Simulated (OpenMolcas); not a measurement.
Computed levels of 3s² 3p in ions with 13 electrons, in cm-1 above ²P°_1/2.

| Item | Value |
| --- | --- |
| Program | OpenMolcas 26.06 |
| Method | CASSCF |
| Basis | ANO-RCC-VTZP |
| Scalar Hamiltonian | DKH2, point nucleus |
| Spin-orbit coupling | state interaction with AMFI integrals over the reference wave functions, term energies averaged over their components |

Active space for each ion: 1 electron in 3 orbitals (3p).

```csv
Level,Al,P2+,S3+,Cl4+,Ar5+
²P°_3/2,94.4,501,874,1407,2097
```

Estimate ²P°_3/2 for Si+ from its neighbours Al and P2+.

²P°_3/2 is fine structure, which grows about as the fourth power of a screened charge, so the fourth roots are averaged: ((94.4^0.25 + 501^0.25) / 2)^4 = 237. The calculation gives 246, so the estimate is off by -3.7 %; the measured value is 287 (NIST Handbook of Basic Atomic Spectroscopic Data).

With one active electron the reference holds no correlation, so core polarisation is missing. Measured partners are found by configuration, term and J. A level has none where our copy of the source lacks it or the pairing is in doubt (some pairs that miss far off the trend of their configuration count as doubtful), and it then counts in no deviation. Levels of configurations outside the active space are missing.

° marks odd parity.
